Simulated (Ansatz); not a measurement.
Isolated molecules relaxed with PBE0-D4/def2-TZVP in Ansatz; ΔE leaves out vibrations. CCSD(T)/CBS is the MP2 limit (def2-TZVPP, def2-QZVPP) plus CCSD(T) − MP2 in def2-TZVPP, frozen cores. Functionals use def2-TZVPP. For Ge, Se outer-core shells are correlated without core-valence functions, which leaves a few kJ/mol of doubt a bond. Scalar relativity is left out up to krypton. Each species was taken in one conformer, which may not be the lowest.

Reaction (formal exchange of groups at a Ge–Se bond): `[CH3][GeH]([F])[SeH]` + GeH₄ → `[CH3][GeH]([F])[GeH3]` + H₂Se

`[CH3][GeH]([F])[SeH]`:

Cartesian coordinates in Å:
```
C -1.073 0.321 0.506
Ge 0.771 0.367 -0.076
F 1.712 -0.108 1.316
Se 1.219 -1.114 -1.832
H -1.731 0.629 -0.307
H -1.333 -0.693 0.814
H -1.202 0.993 1.355
H 1.320 1.739 -0.494
H 0.317 -2.135 -1.282
```

GeH₄:

Cartesian coordinates in Å:
```
Ge 0.000 0.000 0.000
H -1.462 0.378 0.269
H 0.224 -1.471 0.372
H 0.922 0.888 0.846
H 0.316 0.205 -1.487
```

`[CH3][GeH]([F])[GeH3]`:

Cartesian coordinates in Å:
```
C 1.092 0.803 1.233
Ge 0.700 -0.115 -0.434
F 1.465 -1.689 -0.300
Ge -1.655 -0.559 -0.820
H 0.661 0.256 2.071
H 0.673 1.811 1.215
H 2.172 0.872 1.368
H 1.393 0.559 -1.637
H -2.238 -1.342 0.366
H -1.848 -1.369 -2.110
H -2.414 0.773 -0.952
```

H₂Se:

```xyz
3

Se    0.525    0.158   -0.409
H    -0.569    0.923    0.199
H     0.043   -1.081    0.210
```

(1) Is it downhill or uphill in electronic energy at CCSD(T)/CBS, and by how much? (Estimate.)

(2) What do these levels give: PBE0-D4, PBE, r2SCAN, CCSD/def2-TZVPP, HF/def2-QZVPP, HF/CBS(def2)? (An estimate is asked.)

Largest T1 diagnostic among the species: 0.012.

Answers

(1) The calculation gave: Uphill: ΔE = +40.9 kJ/mol.

(2) Ansatz gave: PBE0-D4 39.5, PBE 36.6, r2SCAN 42.1, CCSD/def2-TZVPP 39.9, HF/def2-QZVPP 48.9, HF/CBS(def2) 48.9 kJ/mol.

In def2-TZVPP, CCSD(T) changes the Hartree–Fock value by −8.3 kJ/mol (the triples alone add +0.7 kJ/mol) and MP2 by −3.3 kJ/mol.
